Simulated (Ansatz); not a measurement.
Geometry optimisation, Ansatz 0.2.0, RKS PBE/def2-SVP.

Input file:

```yaml
crystal:
  periodic: [false, false, false]
  atoms:
    - { symbol: B, position_ang: [0.05174, -0.398265, -0.035254] }
    - { symbol: F, position_ang: [-0.065551, -0.695982, 1.263087] }
    - { symbol: Cl, position_ang: [1.683423, -0.381255, -0.745868] }
    - { symbol: O, position_ang: [-1.020931, -0.304036, -0.849731] }
    - { symbol: H, position_ang: [-1.849012, -0.302307, -0.336133] }
    - { symbol: O, position_ang: [0.184207, 1.97769, 1.029706] }
    - { symbol: H, position_ang: [1.096785, 2.050151, 0.688005] }
    - { symbol: H, position_ang: [0.295139, 1.333504, 1.773488] }
basis:
  gaussian: { orbitals: def2-SVP }
hamiltonian:
  xc: pbe
relax:
  f_tol: 0.03
  max_steps: 50
```

Command:

```bash
$ ansatz run input.yaml --threads 2 --pin off --max-ram 3072MiB --backend cpu --events-out ev --progress --plain --runs-dir out
```

Q: Where does it end, and by what steps?

A: The run converged. After 11 steps the energy has fallen by 0.091 eV; O6 moved furthest, 0.41 Å.

```tsv
step	energy less start (eV)	largest force component (eV/Å)	accepted
0	0.0000	0.535	yes
1	-0.0185	0.661	yes
2	-0.0236	0.972	yes
3	-0.0458	0.595	yes
4	-0.0634	0.231	yes
5	-0.0758	0.212	yes
6	-0.0836	0.453	yes
7	-0.0829	0.537	no
8	-0.0893	0.083	yes
9	-0.0903	0.033	yes
10	-0.0905	0.034	yes
11	-0.0905	0.008	yes
```

```xyz
8
Properties=species:S:1:pos:R:3
B 0.043 -0.188 0.123
F -0.139 -0.861 1.295
Cl 1.737 -0.229 -0.568
O -0.963 -0.095 -0.801
H -1.830 -0.252 -0.386
O 0.128 1.581 0.923
H 0.881 1.936 0.404
H 0.519 1.387 1.800
```

Whether the end is a true minimum wasn't checked by a vibrational analysis.

Time of the run: 9.5 s on 2 threads of Intel(R) Xeon(R) 6975P-C (Granite Rapids), with other jobs on the host, peak memory 0.16 GiB.
